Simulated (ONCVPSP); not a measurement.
**Configuration tests for calcium (Ca) (ONCV)**

ONCVPSP 4.0.1 input, shortened (lines: element, Z, core and valence counts, functional; n l f; lmax; l rc ep ncon nbas qcut; lloc lpopt rc5 dvloc0; l nproj debl; icmod fcfact rcfact), PBEsol, scalar-relativistic:

```
  Ca 20.00    3    3  -116133      upf
    1    0    2.00
    2    0    2.00
    2    1    6.00
    3    0    2.00
    3    1    6.00
    4    0    2.00
    2
    0    1.65    0.00    4    9    7.20
    1    1.80    0.00    4    7    9.10
    2    1.50    0.06    4    8    5.80
    2    5    1.50    0.00
    0    2    2.40
    1    2    3.60
    2    0    0.40
    3    5.25    1.00
```

In the d channel the program set the typed energies aside and used 0.050 Ha.

Energies are relative to the spin-unpolarised reference configuration 3s2 3p6 4s2; without spin polarisation the order of configurations can differ from experiment.

```tsv
valence configuration	charge	ΔE all-electron (eV)	error AE − PS (meV)
3s2 3p6 4s1	+1	6.305	-0.1
3s2 3p6 4s0	+2	17.987	-0.9
3s2 3p6 4s1.5	+0.5	2.504	0.0
3s2 3p6 3d1 4s0	+1	7.626	-12
```
